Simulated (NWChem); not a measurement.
Molecule: C₃H₄N₂O; SMILES CO/C=N/C#N

```xyz
10

C     -0.7977    -2.1175     0.0000
O      0.5378    -1.6261     0.0000
C      0.7091    -0.3301     0.0000
N     -0.2687     0.4938     0.0000
C     -0.0561     1.8043     0.0000
N      0.0402     2.9641     0.0000
H     -0.7170    -3.2100     0.0000
H     -1.3351    -1.7670     0.8928
H     -1.3351    -1.7670    -0.8928
H      1.7749    -0.0548     0.0000
```
Atoms are numbered in this order, from 1.

Level: PBE0/def2-SVP (NWChem), optimised geometry, unscaled harmonic frequencies. 

| frequency (cm⁻¹) | IR intensity (km/mol) |
|---|---|
| 139 | 0.2 |
| 153 | 3.7 |
| 178 | 0.0 |
| 293 | 9.4 |
| 369 | 36.3 |
| 567 | 2.1 |
| 582 | 3.6 |
| 681 | 10.3 |
| 989 | 21.6 |
| 1016 | 1.1 |
| 1126 | 40.4 |
| 1174 | 1.0 |
| 1203 | 12.8 |
| 1360 | 237.1 |
| 1397 | 34.4 |
| 1457 | 13.9 |
| 1469 | 21.9 |
| 1472 | 35.4 |
| 1767 | 549.1 |
| 2386 | 169.5 |
| 3075 | 19.2 |
| 3160 | 8.8 |
| 3177 | 6.2 |
| 3219 | 5.5 |

- zero-point energy = 46.3 kcal/mol
- thermal correction to the enthalpy at 298.15 K (with zero-point energy) = 50.7 kcal/mol
- heat capacity Cv = 19.8 cal/(mol K)
- entropy at 298.15 K and 1 atm (symmetry number 1) = 77.4 cal/(mol K)
- dipole moment = 5.28 D

Rigid rotor and harmonic oscillator.
